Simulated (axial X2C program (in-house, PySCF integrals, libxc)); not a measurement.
# Density and ELF of TaAs

Computed with an axial X2C code built on PySCF integrals. Two-component (2c) means X2C with spin–orbit coupling and atomic mean-field two-electron Coulomb and Gaunt terms. Basis: Ta dyall-cv3z [13s14p9d7f4g], As dyall-cv3z [9s9p6d4f1g] (cores contracted in-house); Gaussian nuclei, density fitting, unrestricted open shells. Masses: Ta 180.948 u, As 74.922 u.

PBE0, 2c, state Ω = 1 (⟨Sz⟩ = -0.98, ⟨Lz⟩ = 1.98 at PBE0); Ta at z = 0, As at z = 2.264 Å.

The maps cover the half plane through the axis: z from -2.4 to 4.5 Å along the bond, ρ from 0.15 to 2.25 Å away from it (steps of 0.3 Å, the bottom row nearest the axis).

log10 of the density in e/bohr³:

digits 0 to 9 span -4.17 to 1.79 evenly
```
001111222222222222111000
011122222222222222221100
011223333333333333322110
112233344444444444332211
122334445444444444433221
122344566555455555443321
123345677765556776544322
123345689865557887544322
```

Electron localisation function (collinear form, no current term, damped to 0 at low density):

digits 0 to 9 span 0.00 to 1.00 evenly
```
000122222222222222110000
001233333333444443321000
012334333334565555543200
012333322234677677765420
112222233224676667877531
122222355533663224788752
122223543453541452488763
122224552553524545278864
```

Axial spin density in 10⁻³ e/bohr³:

digits 0 to 9 span -10.27 to 10.27 evenly, values beyond are clipped
```
444444444444455555555555
444444333344455555555555
444443211234455555555555
444432000013456776555555
444431000002467887655555
444420000000368998755555
444420000000146557655555
444410070800025694555555
```

One determinant describes the state; a PBE0 search over occupations chose it and may have missed a lower one. Density functionals use the spin component along the axis (collinear). PBE0 can misorder states that lie within some tenths of an eV, so this need not be the ground state of the molecule. The nearest other 2c determinant of the search, Ω = 0, lies 0.40 eV up at the distance of the search. Without a current term, density functionals place determinants with orbital angular momentum somewhat too high. With several unpaired electrons one determinant need not be a pure state. The determinant is spin-polarised beyond a pure state at some levels (its spin-free form has ⟨S²⟩ too high), which makes Re and μ there less reliable.
